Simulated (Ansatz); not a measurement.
`BC(=O)O` + `C=C[NH][GaH2]` → `B[NH][GaH2]` + `C=CC(=O)O`  (formal exchange of groups at a B–C bond)

Computed with Ansatz on PBE0-D4/def2-TZVP structures; ΔE is electronic, products minus reactants. CBS: MP2 limit from def2 TZ/QZ plus the TZ coupled-cluster correction, frozen cores. DFT in def2-TZVPP. B3LYP here is the variant with VWN-RPA as its local correlation; programs differ in this. HSE06 is defined as in plane-wave codes. For Ga outer-core shells are correlated without core-valence functions, which leaves a few kJ/mol of doubt a bond. Scalar relativity is left out up to krypton. Each species was taken in one conformer, which may not be the lowest.

`BC(=O)O`:

Z-matrix (Å, degrees):
```
B
C 1 1.559
H 1 1.191 2 118.9
H 1 1.191 2 118.9 3 173.0
O 2 1.211 1 113.6 3 -86.4
O 2 1.331 1 122.8 3 93.6
H 6 0.971 2 107.5 1 180.0
```

`C=C[NH][GaH2]`:

```xyz
10

C    -0.336   -1.454    1.328
C    -0.477   -0.436    0.477
N     0.522    0.169   -0.256
Ga    0.340    1.568   -1.427
H     0.629   -1.911    1.521
H    -1.194   -1.851    1.852
H    -1.464   -0.008    0.314
H     1.434   -0.236   -0.098
H     1.653    2.044   -2.115
H    -1.109    2.116   -1.596
```

`B[NH][GaH2]`:

```xyz
8

B     0.066   -0.790    1.174
N    -0.431    0.235    0.362
Ga    0.177    0.636   -1.344
H    -0.392   -0.975    2.269
H     0.956   -1.481    0.757
H    -1.179    0.799    0.740
H     1.330   -0.255   -1.891
H    -0.526    1.830   -2.068
```

`C=CC(=O)O`:

Cartesian coordinates in Å:
```
C -0.830 -0.372 1.140
C 0.200 -0.663 0.356
C 0.635 0.172 -0.778
O 1.570 -0.098 -1.487
O -0.112 1.276 -0.957
H -1.108 -1.022 1.962
H -1.422 0.522 0.983
H 0.802 -1.552 0.500
H 0.266 1.736 -1.719
```

```
             level  ΔE (kJ/mol)  difference from CCSD(T)/CBS
            PBE-D4       -142.3                         20.2
         revPBE-D4       -140.4                         22.1
         r2SCAN-D4       -151.2                         11.3
            B97M-V       -156.1                          6.4
           PBE0-D4       -153.6                          8.9
          B3LYP-D4       -152.8                          9.7
        r2SCANh-D4       -154.7                          7.8
          HSE06-D4       -153.4                          9.1
           ωB97M-V       -162.7                         -0.2
              PBE0       -153.7                          8.8
             BHLYP       -163.1                         -0.6
           LC-ωPBE       -158.2                          4.3
     CCSD/def2-SVP       -171.6                         -9.1
    MP2/def2-TZVPP       -166.3                         -3.8
CCSD(T)/def2-TZVPP       -164.5                         -2.0
      HF/CBS(def2)       -168.4                         -5.9
       CCSD(T)/CBS       -162.5                            0
```

Largest T1 diagnostic among the species: 0.019.

Leaving LDA and LC-ωPBE aside and taking each functional with its dispersion term where it has one, the values, not all of them listed here, spread over 22.6 kJ/mol, from BHLYP-D4 to revPBE-D4. LDA lies −3.3 kJ/mol from PBE without D4. From BLYP to BHLYP (50 % exact exchange), in def2-TZVPP and without D4, ΔE moves by −20.0 kJ/mol.
